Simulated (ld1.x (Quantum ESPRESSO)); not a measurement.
## What one change does to a pseudopotential (Au (Z = 79), RRKJ)

gold, norm-conserving RRKJ (Kleinman–Bylander form), made with ld1.x (Quantum ESPRESSO) 7.5 (PBE, scalar-relativistic). Core [Xe] 4f14, reference 5d10 6s1 6p0. Waves: 6s (bound): rc 2.40 bohr; 5d (bound): rc 1.65 bohr; 6p (bound, empty): rc 3.25 bohr. Local part: the p channel. Core correction: none. rho0 = 0.01.

Change: all radii scaled by about 1.19 (s 2.86, p 3.88, d 1.98 bohr).

Cutoffs: the cutoffs (Ry, on a coarse ladder) from which the occupation-weighted sum of valence levels, in a spherical-Bessel basis at the reference potential, stays within 10 and 1 mRy of its value at 400 Ry; they do not see the model core or the augmentation charge, which bear on the density cutoff. Errors are all-electron minus pseudo energies relative to the spin-unpolarised reference configuration.

Q: How do hardness, ghosts and transferability respond?

A: The potential gets softer (40 Ry and 70 Ry → 40 Ry and 45 Ry); of the 7 tests that both files solve, the error grows in 5 and shrinks in 1 by more than 15 % and 0.3 meV (median size 89.8 → 51.1 meV); neither file shows a bound ghost. A larger radius leaves more room for a smooth pseudo-wave, so fewer plane waves are needed.

```tsv
quantity	base	changed
cutoff, loose	40 Ry	40 Ry
cutoff, tight	70 Ry	45 Ry
loose cutoff by channel (10 mRy a level)	s 21 Ry, d 35 Ry	s 15 Ry, d 35 Ry
bound ghosts	none	none
error for 5d10 6s0 6p0, meV [ΔE 9.41 eV]	-0.5	+3.5
error for 5d9 6s0 6p0, meV [ΔE 30.62 eV]	-114	-174
error for 5d8 6s0 6p0, meV [ΔE 64.49 eV]	-529	-679
error for 5d10 6s0.5 6p0, meV [ΔE 3.77 eV]	-0.9	+1.0
error for 5d9 6s1 6p1, meV [ΔE 7.50 eV]	-90	-51
error for 5d7 6s0 6p0, meV [ΔE 112.21 eV]	-1281	-1520
error for 5d10 6s0 6p1, meV [ΔE 5.25 eV]	+0.5	+3.1
```
